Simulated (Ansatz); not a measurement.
Correlation energies of `O[SiH2][SiH](O)Cl` by basis set

```xyz
10

O    -0.403    0.701    2.038
Si   -0.446   -0.571    0.986
Si    0.076    0.257   -1.136
O     1.639    0.747   -1.133
Cl   -0.193   -1.324   -2.447
H    -0.572    0.527    2.965
H    -1.799   -1.194    0.934
H     0.526   -1.638    1.360
H    -0.816    1.331   -1.643
H     1.988    1.164   -1.924
```

Total charge 0; spin multiplicity 1. Geometry: relaxed with PBE0-D4/def2-TZVP. It is one conformer, not always the lowest. Frozen core, restricted reference, the Gaussian-basis code of Ansatz. CBS rows extrapolate triple and quadruple zeta; past MP2 they add the triple-zeta difference.

```json
{"basis": "def2-TZVPP", "HF (Eh)": "-1190.26006", "MP2 corr.": "-0.90911"}
{"basis": "def2-QZVPP", "HF (Eh)": "-1190.29871", "MP2 corr.": "-0.98835"}
```

(1) Estimate the CCSD correlation energy and the (T) correction in each basis where they were run (hartree).

## Answers

(1) 
| basis | CCSD corr. | (T) |
| --- | --- | --- |
| def2-TZVPP | -0.95686 | -0.03529 |
| CBS(def2) | -1.09479 | as TZ |
